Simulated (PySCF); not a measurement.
H₄InP. Atoms are numbered in the order given.

```xyz
6

In     0.6085    -0.0032     0.0000
H      1.4477     0.0208     1.5143
H      1.4477     0.0208    -1.5143
P     -1.9058     0.1185     0.0000
H     -2.0622    -0.8302     1.0430
H     -2.0622    -0.8302    -1.0430
```
Charge 0, spin multiplicity 1.

The structure is a stationary point at B3LYP-D3(BJ)/def2-TZVP. The def2 effective core potentials stand for the cores of In; spin–orbit coupling is left out.

All values below come from TDA-M06-2X/def2-SVPD (PySCF).

Vertical excitations. Isolated molecule, no solvent. State labels are in the subgroup Cs.

```tsv
state	symmetry	energy (eV)	λ (nm)	f	main pairs
S1	A'	4.10	302	0.012	HOMO→LUMO 94 %
S2	A"	5.05	245	0.000	HOMO−1→LUMO 99 %
S3	A'	5.69	218	0.070	HOMO−2→LUMO 50 %, HOMO→LUMO+2 25 %, HOMO→LUMO+1 21 %
S4	A"	5.87	211	0.001	HOMO→LUMO+3 89 %
S5	A'	5.99	207	0.060	HOMO→LUMO+1 65 %, HOMO−2→LUMO 20 %
S6	A'	6.41	193	0.324	HOMO→LUMO+2 56 %, HOMO−2→LUMO 21 %, HOMO→LUMO+4 10 %
S7	A'	6.96	178	0.146	HOMO→LUMO+4 71 %
S8	A"	7.35	169	0.081	HOMO→LUMO+5 45 %, HOMO−1→LUMO+2 34 %, HOMO−1→LUMO+1 10 %
S9	A"	7.37	168	0.102	HOMO−1→LUMO+2 52 %, HOMO−1→LUMO+4 22 %, HOMO→LUMO+5 15 %
S10	A'	7.47	166	0.443	HOMO−2→LUMO+2 51 %, HOMO−2→LUMO+1 25 %
T1	A'	3.60	344	0	HOMO→LUMO 95 %
T2	A"	4.61	269	0	HOMO−1→LUMO 98 %
T3	A'	4.94	251	0	HOMO→LUMO+2 74 %, HOMO→LUMO+1 13 %
T4	A"	5.51	225	0	HOMO→LUMO+3 82 %
```
Triplets are in the Tamm–Dancoff approximation.
